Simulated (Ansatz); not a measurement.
H$_{2}$Si, triplet, geometry from GFN2-xTB. Base run: Ansatz (an electronic-structure program) with CCSD/6-31G.

Here is a job for Ansatz.
Ansatz 0.2 input:
```yaml
crystal:
  periodic: [false, false, false]
  atoms:
    - {symbol: Si, position_ang: [-0.00166170, 0.08538378, 0.00495698]}
    - {symbol: H, position_ang: [-1.25761844, -0.62511866, 0.01233517]}
    - {symbol: H, position_ang: [1.28088231, -0.57025423, -0.08173290]}
basis:
  gaussian:
    orbitals: 6-31G
magnetization: {spin_polarized: true, initial_magnetization: 2}
correlation: {method: ccsd}
```

Variants of this job, named by their change:

```csv
change,ΔE vs base (mEh),MP2 correlation (Eh),CC correlation without the perturbative part (Eh),basis functions
base,0.000,-0.03406,-0.04894,17
lower_state_search = off,0.000,-0.03406,-0.04894,17
diis_vectors = 4,0.000,-0.03406,-0.04894,17
accuracy = high,-0.002,-0.03406,-0.04894,17
electrons = outside_noble_gas,0.000,-0.03406,-0.04894,17
method = rpa,___,-,-,17
"fitting = cc-pVTZ-JKFIT (mean field), cc-pVTZ-RIFIT (correlation)",0.006,-0.03406,-0.04894,17
method = mp2,___,-0.03406,-,17
method = bccd,0.004,-0.03406,-0.04894,17
electrons = all,___,___,___,17
```

Task: Some entries are withheld; supply them.

Result: 
- method = rpa, ΔE vs base (mEh): -5.562
- method = mp2, ΔE vs base (mEh): 14.885
- electrons = all, ΔE vs base (mEh): -3.187
- electrons = all, MP2 correlation (Eh): -0.03745
- electrons = all, CC correlation without the perturbative part (Eh): -0.05213
